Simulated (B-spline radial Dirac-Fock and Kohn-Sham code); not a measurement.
# Ce: input and output of one calculation

ΔSCF core binding energies without Breit or QED terms, calculated with a radial finite-basis atomic code. Keys: rel is the Hamiltonian (dirac, or spin-free x2c and nr, where L3 and M5 stand for the whole 2p and 3d shells), method is hf or an exchange,correlation pair (spin-unpolarised, also for the hole states), nuc the nuclear model, radius_factor scales its radius, rmax is the box in bohr, h the logarithmic mesh step, order the B-spline order, points the quadrature points per cell, c_factor scales the speed of light, and damp, ndamp, maxit and tol steer the iteration. The run stops when the commutator error falls below 10·tol·max(1, Z/10), or the numerical noise floor, and the energy has settled to about 1e-8 Ha; the virial ratio is −V/T.

Input (task.json):

```json
{"items": [{"Z": 58, "q": 0, "cfg": [[1, 0, 2], [2, 0, 2], [2, 1, 6], [3, 0, 2], [3, 1, 6], [3, 2, 10], [4, 0, 2], [4, 1, 6], [4, 2, 10], [4, 3, 1], [5, 0, 2], [5, 1, 6], [5, 2, 1], [6, 0, 2]], "A": 140, "rrms": 4.8771, "do": "settings", "holes": ["K", "L3", "M5"],
  "settings": [{"rel": "dirac", "method": "hf", "nuc": "fermi", "radius_factor": 1.0, "rmax": 45.0, "h": 0.3, "order": 8, "points": 10, "c_factor": 1.0, "maxit": 69, "damp": 0.5, "ndamp": 3, "tol": 1e-14}]}]}
```

Command: `python xray2_run.py task.json out`

Ground-state iterations:

```
iter   energy (Ha)        error
   1    -8853.79748796  1.98e+00
   2    -8857.88087943  3.76e-01
   3    -8860.86353120  7.78e-02
   4    -8861.05257198  2.81e-02
   5    -8861.07099360  8.56e-03
   6    -8861.07424365  2.80e-03
   7    -8861.07467033  1.36e-03
   8    -8861.07476133  2.53e-04
   9    -8861.07476629  6.96e-05
  10    -8861.07476673  1.28e-05
  11    -8861.07476675  1.69e-06
  12    -8861.07476675  1.65e-07
  13    -8861.07476675  1.51e-08
```

The ground state converged in 13 iterations, with total energy -8861.07477 Ha, virial ratio 1.93218 and highest orbital energy -4.97 eV. ΔSCF binding energies: K (1s) 40606.6 eV, L3 (2p3/2) 5745.1 eV, M5 (3d5/2) 894.5 eV.

One setting is outside the advised range (tolerance below the noise), but here it does no visible harm: the result matches the run with default settings.
